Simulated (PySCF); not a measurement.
# How methods differ on the excitation energy of Er²⁺

Er²⁺ [Xe] 4f12 (high-spin determinant) → Er²⁺ [Xe] 4f11 5d1 (high-spin determinant), as a difference of total energies. Computed with PySCF 2.14 in x2c-TZVPPall, with scalar relativity by spin-free X2C-1e. Correlated levels: valence: [Kr] 4d10 frozen; valence and next inner shell: [Ar] 3d10 frozen. The calculations carry no spin-orbit coupling.

```
                                method  excitation energy (eV)
                                   UHF                  -0.980
                                   LDA                   4.460
                                   PBE                   3.901
                                  PBE0                   2.831
                         MP2 (valence)                   3.475
                     SCS-MP2 (valence)                   3.031
    MP2 (valence and next inner shell)                   4.045
SCS-MP2 (valence and next inner shell)                   3.414
```

**Question.** How much does correlation contribute at MP2 (valence and next inner shell)?

**Answer.** 4.045 − (-0.980) = 5.025 eV, measured against UHF.

A first-order spin-orbit estimate (lowest level to lowest level, LS coupling) adds -0.037 eV.

The determinant of the upper state and of the lower state mixes LS terms, which raises its energy above the lowest term, most at the Hartree-Fock and MP2 levels.
